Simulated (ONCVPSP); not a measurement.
## Reading a pseudo-wave (iridium (Ir))

Columns: radius, all-electron u(r) and pseudo u(r) of the 5s shell (level -102.06 eV) of iridium in the configuration [Kr] 4d10 4f14 5s2 5p6 5d7 6s1.5; PBEsol, scalar-relativistic, ONCV scheme, ONCVPSP 4.0.1.

```
r (bohr)  all-electron  pseudo
   0.113        0.3465  0.1608
   0.225       -0.1012  0.3281
   0.338       -0.6685  0.5069
   0.450       -0.2879  0.6862
   0.563        0.3752  0.8529
   0.675        0.8821  0.9839
   0.788        1.1473  1.0639
   0.900        1.2111  1.0825
   1.013        1.1474  1.0413
   1.125        1.0187  0.9527
   1.238        0.8650  0.8325
   1.350        0.7138  0.7012
   1.463        0.5753  0.5718
   1.575        0.4573  0.4566
   1.688        0.3582  0.3581
   1.800        0.2786  0.2785
   1.913        0.2146  0.2145
   2.025        0.1647  0.1646
   2.138        0.1255  0.1255
   2.250        0.0955  0.0954
   2.363        0.0722  0.0722
   2.475        0.0546  0.0546
   2.588        0.0411  0.0411
   2.700        0.0310  0.0309
   2.813        0.0232  0.0232
   2.925        0.0174  0.0174
```

Task: How many radial nodes do the two functions have?

Result: The all-electron 5s function has n − l − 1 = 4 (the table is too coarse to show those close to the nucleus); the pseudo-wave has 0, since the states of the same l below it are removed with the core.

Task: At about which radius was the pseudo-wave matched?

Result: 1.75 bohr, where the columns begin to agree (steps of 0.11 bohr).

Task: Where does each function peak?

Result: Outermost all-electron maximum near 0.90 bohr, pseudo maximum near 0.90 bohr (to the table’s step).

Task: Is the pseudo-wave norm-conserving?

Result: Yes: the ONCV scheme keeps the norm inside the radius equal to the all-electron one, which fixes the energy derivative of the logarithmic derivative at the level.
